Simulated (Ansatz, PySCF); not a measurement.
Molecule: InCl₂, net charge 0, doublet state. It need not be the lowest isomer of its formula. 
Geometry from a B3LYP-D3(BJ)/def2-TZVP (Ansatz, a program for electronic structure) optimisation:
SMILES: [Cl][In][Cl]
```xyz
3

In     0.3131    -0.0015     0.3760
Cl     1.1129     0.3574    -1.8430
Cl    -2.0154    -0.3530     0.7594
```
Charge 0, spin multiplicity 2.

Dipole moments at this geometry, in debye (magnitudes).

| level | program | dipole (D) |
|---|---|---|
| PBE/def2-TZVPD | Ansatz | 2.49 |
| TPSS/def2-TZVPD | PySCF | 2.57 |
| r2SCAN0/def2-TZVPD | Ansatz | 2.78 |
| wB97X-V/def2-TZVPD | Ansatz | 2.86 |
| CCSD(T)/def2-SVPD | Ansatz | 2.85 |
